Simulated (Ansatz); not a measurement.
```yaml
crystal:
  periodic: [false, false, false]
  atoms:
    - {symbol: C, position_ang: [-3.925391, -0.756389, 0.871082]}
    - {symbol: C, position_ang: [-2.780869, -0.460827, 1.596832]}
    - {symbol: C, position_ang: [-1.529374, -0.655808, 1.030116]}
    - {symbol: C, position_ang: [-1.403257, -1.149365, -0.267379]}
    - {symbol: Sn, position_ang: [0.527734, -1.430676, -1.124973]}
    - {symbol: C, position_ang: [1.752331, 0.192071, -0.483906]}
    - {symbol: C, position_ang: [1.204775, 1.464936, -0.332998]}
    - {symbol: C, position_ang: [1.988817, 2.529205, 0.089198]}
    - {symbol: C, position_ang: [3.333361, 2.333264, 0.367651]}
    - {symbol: C, position_ang: [3.890264, 1.071153, 0.225803]}
    - {symbol: C, position_ang: [3.103052, 0.008598, -0.195763]}
    - {symbol: C, position_ang: [-2.561290, -1.437317, -0.986522]}
    - {symbol: C, position_ang: [-3.814644, -1.244199, -0.422285]}
    - {symbol: H, position_ang: [-4.903771, -0.603781, 1.312609]}
    - {symbol: H, position_ang: [-2.862139, -0.076045, 2.607468]}
    - {symbol: H, position_ang: [-0.644722, -0.411015, 1.610310]}
    - {symbol: H, position_ang: [0.348566, -1.474605, -2.826855]}
    - {symbol: H, position_ang: [1.262207, -2.886996, -0.605266]}
    - {symbol: H, position_ang: [0.152110, 1.634874, -0.538496]}
    - {symbol: H, position_ang: [1.547871, 3.513561, 0.201945]}
    - {symbol: H, position_ang: [3.946866, 3.163833, 0.698157]}
    - {symbol: H, position_ang: [4.940108, 0.912140, 0.446384]}
    - {symbol: H, position_ang: [3.554596, -0.973909, -0.294698]}
    - {symbol: H, position_ang: [-2.493897, -1.813886, -2.002685]}
    - {symbol: H, position_ang: [-4.706503, -1.472917, -0.995327]}
basis:
  gaussian: {orbitals: def2-mTZVPP, final_grid: {core_spheres: 1, valence_spheres: 1, degree: 5}}
hamiltonian: {xc: {name: PBE}}
output: {forces: true}
```

```sh
$ ansatz run in.yaml --threads 11 --pin off --events-out ev --progress --plain --max-ram 166912MiB --backend cuda --devices 0, --max-vram 75GiB
```

It prints (some lines left out):

```
Functional definition: PBE
3281 factors; their error is unknown
mean field evaluation 1: about -18424.4026 eV, gradient 1.1e2 eV
mean field evaluation 2: about -18323.3953 eV, gradient 2.2e2 eV
mean field evaluation 4: about -18455.2989 eV, gradient 2.7e1 eV
mean field evaluation 8: about -18457.3194 eV, gradient 4.0e-1 eV
mean field evaluation 16: about -18429.8501 eV, gradient 5.3e-1 eV
mean field evaluation 32: about -18429.8521 eV, gradient 8.8e-5 eV
mean field -18429.85206709 eV, -677.2845712633 hartree, gradient 8.8e-5 eV, S^2 0.000000; 0 other end points of the search recorded, 0 dependent functions left out
reference -18429.85234819 eV, -677.2845815934 hartree; 53, 53 occupied and 271, 271 virtual orbitals, 3281 factors
Total energy: -18429.85234819 eV, -677.2845815934 hartree
Atom 0 at    -3.925391    -0.756389     0.871082 Å, force    12.192894    -2.011429    -6.790229 eV/Å
Atom 1 at    -2.780869    -0.460827     1.596832 Å, force     2.725200    -5.046443   -13.911239 eV/Å
Atom 2 at    -1.529374    -0.655808     1.030116 Å, force   -14.296859    -1.480679    -7.597244 eV/Å
Atom 3 at    -1.403257    -1.149365    -0.267379 Å, force   -15.009889     7.929654    10.074848 eV/Å
Atom 4 at     0.527734    -1.430676    -1.124973 Å, force     1.155142    -3.733311    -3.235854 eV/Å
Atom 5 at     1.752331     0.192071    -0.483906 Å, force     5.854502    16.155120     9.078882 eV/Å
Atom 6 at     1.204775     1.464936    -0.332998 Å, force    15.630110    -0.614501     5.304505 eV/Å
Atom 7 at     1.988817     2.529205     0.089198 Å, force     4.544847   -14.299858    -1.826071 eV/Å
Atom 8 at     3.333361     2.333264     0.367651 Å, force    -7.026828   -11.391546    -3.787240 eV/Å
Atom 9 at     3.890264     1.071153     0.225803 Å, force   -16.299528     1.491670    -4.517619 eV/Å
Atom 10 at     3.103052     0.008598    -0.195763 Å, force    -3.606504    13.712421     2.289324 eV/Å
Atom 11 at    -2.561290    -1.437317    -0.986522 Å, force    -3.221403     4.967405    12.963447 eV/Å
Atom 12 at    -3.814644    -1.244199    -0.422285 Å, force    14.517026     2.487502     8.355540 eV/Å
Atom 13 at    -4.903771    -0.603781     1.312609 Å, force     6.280711    -1.452814    -3.040149 eV/Å
Atom 14 at    -2.862139    -0.076045     2.607468 Å, force     0.337826    -1.969679    -6.400102 eV/Å
Atom 15 at    -0.644722    -0.411015     1.610310 Å, force    -3.310072    -0.142222    -3.005597 eV/Å
Atom 16 at     0.348566    -1.474605    -2.826855 Å, force    -1.768294     1.483216    -4.236683 eV/Å
Atom 17 at     1.262207    -2.886996    -0.605266 Å, force     2.315849    -2.898575     3.190974 eV/Å
Atom 18 at     0.152110     1.634874    -0.538496 Å, force     3.598759    -1.243302     1.447187 eV/Å
Atom 19 at     1.547871     3.513561     0.201945 Å, force     2.674834    -5.917252    -0.255252 eV/Å
Atom 20 at     3.946866     3.163833     0.698157 Å, force    -3.692779    -5.601225    -2.463745 eV/Å
Atom 21 at     4.940108     0.912140     0.446384 Å, force    -4.727815     0.783898    -1.230884 eV/Å
Atom 22 at     3.554596    -0.973909    -0.294698 Å, force    -2.380413     5.946538     0.483125 eV/Å
Atom 23 at    -2.493897    -1.813886    -2.002685 Å, force    -0.665618     2.055658     6.242331 eV/Å
Atom 24 at    -4.706503    -1.472917    -0.995327 Å, force     4.178304     0.789755     2.867744 eV/Å
Dipole moment:     0.065499    -0.260016    -0.179962 e Å
```

Question: What is wrong with this run?

Answer: The integration grid is far too coarse. Self-consistency was reached. The result belongs to that input, not to the molecule as meant.
